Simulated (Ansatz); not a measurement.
Species: ScCl$_{2}$, charge 0, multiplicity 2. The spin state was set by rule; other spins were not relaxed. 
Geometry from a B3LYP-D3(BJ)/def2-TZVP (Ansatz, a quantum-chemistry and plane-wave program) optimisation:
```xyz
3

Sc     0.3743    -0.2374     0.3359
Cl     1.2833     0.5147    -1.6350
Cl    -1.7457    -0.2214     1.2200
```
Charge 0, spin multiplicity 2.

Basis-set convergence of Hartree-Fock and CCSD(T) correlation energies (hartree) with Ansatz. Cores are frozen in the correlated levels unless marked. Open shells are spin-unrestricted. Spin-orbit coupling is left out. Frozen are the shells of the preceding noble gas and the d and f shells that filled before the atom's block. No relativistic terms.

The T1 diagnostic of CCSD in the largest basis is 0.084, which is high, so the coupled-cluster rows are less sure than usual.

```tsv
basis	functions	E(HF)	E(corr, CCSD(T))
def2-SVP	67	-1678.54506	-0.33037
def2-TZVPP	148	(withheld)	(withheld)
```

Task: Complete the blanks.

Result: 
- def2-TZVPP, E(HF): -1678.95883
- def2-TZVPP, E(corr, CCSD(T)): -0.47647
